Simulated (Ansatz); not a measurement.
`[Al][I]`, relaxed with RKS PBE-D4/def2-SVP in Ansatz 0.2.0 from a rough embedded geometry. The force threshold is 0.03 eV/Å; the program also tests the step.

The species carries charge 0 and has multiplicity 1. I: def2 effective core potential.

Start:

```xyz
2

Al    0.463   -0.508   -1.066
I    -0.463    0.508    1.066
```

```json
{"step": "1", "energy (eV)": "-14692.7028", "largest force (eV/Å)": "0.256", "largest move (Å)": "0.000"}
{"step": "2", "energy (eV)": "-14692.7065", "largest force (eV/Å)": "0.052", "largest move (Å)": "0.019"}
{"step": "3", "energy (eV)": "-14692.7066", "largest force (eV/Å)": "0.003", "largest move (Å)": "0.003"}
```

End:

```xyz
2

Al    0.468   -0.514   -1.079
I    -0.468    0.514    1.079
```

It took 2.8 s on 2 threads of an AMD EPYC 7R13 on a shared host, with 0.12 GiB of host memory at the peak.
